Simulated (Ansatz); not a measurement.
Input file for Ansatz (a program for electronic structure): R-SVWN5/def2-TZVPP on MgO, 2S+1 = 1, a spin state set in the input, which need not be the lowest, a point of a bond scan (R = 1.740 Å).

Ansatz 0.2 input:
```yaml
crystal:
  periodic: [false, false, false]
  atoms:
    - {symbol: O, position_ang: [0.00000000, 0.00000000, 0.00000000]}
    - {symbol: Mg, position_ang: [0.00000000, 0.00000000, 1.73968800]}
basis:
  gaussian:
    orbitals: def2-TZVPP
    pivot_positions_ang: [[0.00000000, 0.00000000, 0.00000000], [0.00000000, 0.00000000, 1.73968800]]
hamiltonian:
  xc: {name: SVWN5}
output: {forces: true, orbitals: {seedname: ./end}}
```

Predict the final total energy.

-273.7832 hartree.
